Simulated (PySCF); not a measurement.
Isomers of C5H7NO2, mass 113.048 u with the commonest isotopes. Method used: PBE0-D3(BJ)/def2-SVP geometry optimisation, gas phase (PySCF). One conformer each, none proved a minimum here; rigid rotors.

**Question.** Order these by out-of-plane moment Σ m c² = (Ia + Ib − Ic)/2, largest first.
A. `[CH3:1][O:2][CH2:3][c:4]1[cH:5][n:6][o:7][cH:8]1` with C1–O2–C3–C4 -73°, O2–C3–C4–C5 147°
B. `[CH2:1]=[CH:2][C:3](=[O:4])[CH2:5][C:6]([NH2:7])=[O:8]` with C1–C2–C3–O4 1°, C2–C3–C5–C6 -145°, C3–C5–C6–N7 -37°, C5–C6–N7–H 14° and 176°
C. `[H]/[N:8]=[CH:7]/[CH2:6][C:4]([O:3][CH:2]=[CH2:1])=[O:5]` with C1–C2–O3–C4 180°, C2–O3–C4–O5 1°, O3–C4–C6–C7 -166°, C4–C6–C7–N8 144°

**Answer.** A (32.68 u·Å²), B (9.81 u·Å²), C (7.31 u·Å²).

**Question.** Order these by dipole moment, largest first.
A. `[CH3:1][O:2][CH2:3][c:4]1[cH:5][n:6][o:7][cH:8]1` with C1–O2–C3–C4 -73°, O2–C3–C4–C5 147°
B. `[H]/[N:8]=[CH:7]/[CH2:6][C:4]([O:3][CH:2]=[CH2:1])=[O:5]` with C1–C2–O3–C4 180°, C2–O3–C4–O5 1°, O3–C4–C6–C7 -166°, C4–C6–C7–N8 144°
C. `[CH2:1]=[CH:2][C:3](=[O:4])[CH2:5][C:6]([NH2:7])=[O:8]` with C1–C2–C3–O4 1°, C2–C3–C5–C6 -145°, C3–C5–C6–N7 -37°, C5–C6–N7–H 14° and 176°

**Answer.** C (3.24 D), A (2.57 D), B (1.08 D).

**Question.** Order these by rotational constant C, largest first.
A. `[CH2:1]=[CH:2][C:3](=[O:4])[CH2:5][C:6]([NH2:7])=[O:8]` with C1–C2–C3–O4 1°, C2–C3–C5–C6 -145°, C3–C5–C6–N7 -37°, C5–C6–N7–H 14° and 176°
B. `[H]/[N:8]=[CH:7]/[CH2:6][C:4]([O:3][CH:2]=[CH2:1])=[O:5]` with C1–C2–O3–C4 180°, C2–O3–C4–O5 1°, O3–C4–C6–C7 -166°, C4–C6–C7–N8 144°
C. `[CH3:1][O:2][CH2:3][c:4]1[cH:5][n:6][o:7][cH:8]1` with C1–O2–C3–C4 -73°, O2–C3–C4–C5 147°

**Answer.** C (1194 MHz), A (963.7 MHz), B (823.6 MHz).

```
            SMILES  point group  Ia (u·Å²)  Ib (u·Å²)  Ic (u·Å²)      κ  μa (D)  μb (D)  μc (D)
[H]/N=C/CC(=O)OC=C           C1      66.90     561.35     613.63  -0.98    0.56    0.08    0.92
        COCc1cnoc1           C1      97.81     390.86     423.30  -0.95    2.45    0.76    0.20
   C=CC(=O)CC(N)=O           C1      96.77     447.28     524.44  -0.92    3.16    0.44    0.54
```
